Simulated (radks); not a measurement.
Spherical quantum dot in the effective-mass picture: electrons in a hard-walled sphere of radius 1.62, with a point charge +1 (a donor) at the centre, all in effective atomic units (hartree* = m*/eps^2 hartree, bohr* = eps/m* bohr), one dielectric constant everywhere. Calculated with a radial shooting solver with Libxc functionals: non-relativistic Kohn-Sham, LDA (Slater exchange, Perdew-Wang correlation), spin-polarised, spherical densities. Levels are named by radial order and angular momentum (1s, 1p, 1d, 2s, ...), and open shells are averaged over m. Results are scaled to m* = 0.078 and eps = 6.5, for which hartree* = 50.24 meV and bohr* = 4.41 nm.

N = 24, configuration 1s2 1p6 1d10 2s2 1f(up 4, down 0). This is the lowest configuration that the search found. Occupied and some empty levels:

level,occupation,eigenvalue (meV),<r> (nm)
1s up,1,1048.5,4.235
1s down,1,1053.5,4.212
1p up,3,1117.1,4.679
1p down,3,1123.0,4.671
1d up,5,1217.6,4.938
1d down,5,1223.9,4.934
2s up,1,1317.1,3.202
2s down,1,1319.8,3.214
1f up,4,1347.7,5.129
1f down,0,1354.3,5.127
1g up,0,1505.4,5.279
1g down,0,1512.1,5.278
2p up,0,1519.3,3.731
2p down,0,1522.6,3.732
2d up,0,1732.1,4.067
2d down,0,1736.0,4.065

Energy (meV): total 17199.3, kinetic 7443.9, external -1289.5, Hartree 12235, exchange-correlation -1189.6.
